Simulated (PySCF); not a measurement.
## C₆ coefficients of unlike pairs at PBE

Calculated with PySCF 2.14 from the dipole response of each species, C₆(A,B) = (3/π) ∫ α_A(iu) α_B(iu) du, in atomic units, from isotropic polarisabilities. For ions this is the dispersion term alone; charge-induced terms of lower order in 1/R come first.

```csv
species,configuration,basis,relativity,α (bohr³),C₆ (like pair)
Br³⁺,[Ar] 3d10 4s2 4p2 (3P),aug-cc-pVTZ-PP with ECP10MDF (6s5p4d2f),core potential,6.014,22.09
Zn²⁺,[Ar] 3d10 (1S),def2-QZVPPD (11s6p5d4f2g),none,2.901,7.749
Ga²⁺,[Ar] 3d10 4s1 (2S),aug-cc-pVTZ-PP with ECP10MDF (6s5p4d2f),core potential,9.322,26.00
```

Problem. Estimate C₆ for Ga²⁺ with Zn²⁺.

Solution. The integral gives 12.40. The combination rule 2 C_A C_B / (C_A α_B/α_A + C_B α_A/α_B) gives 12.21 and the geometric mean 14.19.

No spin-orbit coupling is included.

The other pairs:

```csv
pair,C₆
"Zn²⁺, Br³⁺",12.54
"Ga²⁺, Br³⁺",22.94
```
